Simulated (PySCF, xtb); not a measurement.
Ge(H)(Cl)2(vinyl) (C2H4Cl2Ge), SMILES C=[CH][GeH]([Cl])[Cl].

GFN2-xTB in xtb at its own geometry gives an orbital gap of 4.63 eV and a dipole moment of 2.45 D.

Coordinates come from a PBE0-D3(BJ)/def2-SVP optimisation. One conformer was computed; it need not be the lowest.

What does PySCF with PBE/def2-TZVP give? (Estimate from the structure and the level; the computed values follow.)

gap 5.22 eV (levels -7.38 and -2.16 eV), dipole 2.61 D.
